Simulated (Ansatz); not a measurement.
`[F][SbH][SeH]`. Total charge 0; spin multiplicity 1. Sb: def2 effective core potential. The structure was optimised at the PBE0-D4/def2-TZVP level. It is one conformer, not always the lowest.

```xyz
5

F    -0.462    1.390   -1.377
Sb   -0.400    1.045    0.513
Se   -0.864   -1.452    0.495
H     1.300    0.819    0.482
H     0.425   -1.801   -0.113
```

(1) What is the dipole moment at r2SCAN/def2-TZVPP? (Estimate.)

(2) And with PBE, B3LYP, ωB97M-V? (An estimate is asked.)

(3) Give the Mulliken charges with r2SCAN, PBE, ωB97M-V in def2-TZVPP. (Best estimate.)

Answers

(1) Ansatz gave: 2.16 D, with components (0.66, 0.25, 2.05) D in this frame, pointing from negative to positive charge.

(2) The calculation gave: PBE 2.09 D, B3LYP 2.29 D, ωB97M-V 2.31 D.

(3) Computed: 
| atom | r2SCAN | PBE | ωB97M-V |
| --- | --- | --- | --- |
| F1 | -0.46 | -0.42 | -0.46 |
| Sb2 | 0.75 | 0.68 | 0.69 |
| Se3 | -0.27 | -0.24 | -0.25 |
| H4 | -0.11 | -0.10 | -0.07 |
| H5 | 0.09 | 0.08 | 0.09 |

B3LYP here is the variant with VWN-RPA as its local correlation; programs differ in this.
